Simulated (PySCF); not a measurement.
An excited-state job on AlCl2(OH), `[OH][Al]([Cl])[Cl]`.

Computed with TDDFT wB97X-D/def2-SVPD, vertical, gas phase, core orbitals frozen in the response (PySCF 2.14.0, density-fitted response routines). Geometry: PBE0-D3(BJ)/def2-SVP. A driver script takes a list of jobs; this job's settings line and coordinates (Å) are shown.

Input:
```
{"job": {"kind": "uv", "xc": "wB97X-D", "basis": "def2-SVPD", "ip": false, "nstates": 15}, "charge": 0, "multiplicity": 1}
Al     0.213355     0.354066    -0.074906
Cl     2.293211     0.368974    -0.212880
Cl    -0.808094     2.151663    -0.333092
O     -0.605357    -1.039792     0.229717
H     -1.093116    -1.834920     0.391151
```

Task: What does the run print?

Result: 
```
coarse grid: 6584 points
cycle   1  E = -1238.1474141782  dE =  2.547e-01  |g| = 7.414e-01  |ddm| = 2.811e+00
cycle   2  E = -1238.1194726971  dE =  2.794e-02  |g| = 8.825e-01  |ddm| = 1.441e+00
cycle   3  E = -1238.2623311044  dE = -1.429e-01  |g| = 6.755e-02  |ddm| = 6.238e-01
cycle   4  E = -1238.2634209689  dE = -1.090e-03  |g| = 2.298e-02  |ddm| = 1.101e-01
cycle   5  E = -1238.2635782035  dE = -1.572e-04  |g| = 3.325e-03  |ddm| = 4.268e-02
cycle   6  E = -1238.2635836921  dE = -5.489e-06  |g| = 8.525e-04  |ddm| = 9.027e-03
final grid: 51968 points
cycle   7  E = -1238.4157357683  dE = -3.640e-05  |g| = 3.767e-03  |ddm| = 8.087e-02
cycle   8  E = -1238.4157380681  dE = -2.300e-06  |g| = 2.090e-03  |ddm| = 1.223e-02
cycle   9  E = -1238.4157391305  dE = -1.062e-06  |g| = 3.726e-04  |ddm| = 3.906e-03
cycle  10  E = -1238.4157391642  dE = -3.364e-08  |g| = 1.975e-04  |ddm| = 8.675e-04
cycle  11  E = -1238.4157391719  dE = -7.794e-09  |g| = 4.248e-05  |ddm| = 2.914e-04
cycle  12  E = -1238.4157391724  dE = -4.588e-10  |g| = 6.831e-06  |ddm| = 5.663e-05
converged SCF energy = -1238.4157391724

Static polarisability (au): isotropic 52.279, principal 43.606 52.981 60.249

Singlet excitations
state   eV       nm        f      main configurations
  1   6.9403    178.6   0.00079   H->L 0.90
  2   7.3365    169.0   0.00000   H-1->L 0.90
  3   7.4388    166.7   0.00587   H-2->L 0.87
  4   7.5771    163.6   0.00000   H->L+1 0.98
  5   7.6996    161.0   0.05603   H-3->L 0.83
  6   7.7186    160.6   0.09664   H-4->L 0.78
  7   8.2399    150.5   0.16628   H-5->L 0.79, H-3->L+1 0.08
  8   8.2892    149.6   0.02110   H-3->L+1 0.80, H-4->L+1 0.10
  9   8.3054    149.3   0.00212   H-4->L+1 0.87, H-3->L+1 0.09
 10   8.3421    148.6   0.09438   H-1->L+1 0.82, H-6->L 0.09
 11   8.5404    145.2   0.07096   H-2->L+1 0.91
 12   9.0084    137.6   0.08463   H-6->L 0.40, H->L+2 0.27, H-4->L+2 0.16
 13   9.1995    134.8   0.01612   H-5->L+1 0.93
 14   9.3790    132.2   0.10036   H-6->L 0.31, H-4->L+2 0.24, H->L+2 0.19
 15   9.5482    129.9   0.00239   H-2->L+2 0.53, H-5->L+2 0.40

Triplet excitations (Tamm-Dancoff, eV): 6.6914 7.1243 7.2049 7.3184
```

The SCF starts on a coarse grid where the log names one; the energy can jump when the final grid takes over, and dE then counts from the start density on the new grid. H and L stand for HOMO and LUMO; the number after each pair is its weight.

Task: Which computed singlet has the largest oscillator strength, and what do all of them sum to?

Result: State 7 at 8.24 eV (150 nm), f = 0.166; the 15 states sum to 0.718.

Main results: HOMO -11.04 eV, LUMO 0.39 eV; lowest singlet 6.94 eV; lowest triplet 6.69 eV (Tamm–Dancoff); mean polarisability 52.3 au.

Time: 6.9 s of wall time. Hardware: one thread, Arm Neoverse V2, no GPU, on a shared host.
Labels such as C1 count atoms from 1, the log's own numbers from 0.

Note: wB97X-D ran without an empirical dispersion term, which enters the total energy and its gradient alone.
